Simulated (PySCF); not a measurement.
**Identify the compound**

Molecular formula: C₆H₈F₂O. Simulated spectra:

¹H NMR (300 MHz, computed): δ 2.45 (m, 2H), 1.94 (m, 2H), 1.74 (m, 2H), 1.70 (m, 2H).

¹³C{¹H} NMR (computed): δ 205.7 (t, J = 25.7 Hz), 120.1 (t, J = 306.7 Hz), 43.1, 40.9 (t, J = 23.2 Hz), 30.6, 25.5 (t, J = 4.0 Hz).

PySCF 2.14 calculation with J couplings at B3LYP/pcJ-1 (spin–dipole term only in couplings to heteroatoms), shielding tensors at B3LYP/pcSseg-1 (GIAO) and geometry: PBE0-D3(BJ)/def2-SVP; single conformer, in vacuum, fast rotation and ring inversion assumed for equivalent nuclei, non-relativistic.

Scale: TMS for ¹H, ¹³C (reference shieldings calculated alike).

**Question.** Deduce the structure.

**Answer.** 
1. Rings plus π bonds: 2 (1 ring in the answer).
2. 6 carbon signals for 6 carbons: no two carbons are equivalent.
3. Carbon types of the structure: 2 × C, 4 × CH2, which accounts for all hydrogens.
4. δC 205.7: ketone carbonyl carbon; the double bond to the heteroatom, with no lone-pair donor beside it, deshields it most.
5. δC 120.1: fully substituted sp3 carbon bonded to 2 F, α to a carbonyl; 2 electronegative neighbours deshield it.
6. δC 43.1: sp3 CH2 α to a carbonyl; the adjacent C=O deshields it moderately.
7. δC 40.9, 30.6, 25.5: sp3 CH2 in a ring; aliphatic region, no heteroatom directly attached.
8. δH 2.45: hydrogen on an sp3 CH2 α to a carbonyl; α to C=O.
9. δH 1.94, 1.74, 1.70: hydrogen on an sp3 CH2 in a ring.

Structure: SMILES O=C1CCCCC1(F)F.

This is the structure that produced the data.

C–F couplings over four or more bonds (about 3 Hz to the para carbon of a fluoroarene) are left out. Common functionals overestimate the size of one-bond C–F couplings by tens of Hz; these are unscaled. Multiplet labels drop couplings under 1 Hz and merge nearly equal ones. Couplings among chemically equivalent protons are left out too, so labels in AA′BB′ or AA′XX′ sets are apparent multiplicities. Unscaled 3J(H,H) at this level run about 10 % above measured values. Shifts are as computed. Against solution values, carbons near 30 ppm lie about +2 ppm off and those near 130 ppm about +6 ppm. Of 1211 compounds with measured shifts, 218 miss one by over three times the rms of a fit or turn the order of signals round; such compounds aren't used in these exercises.
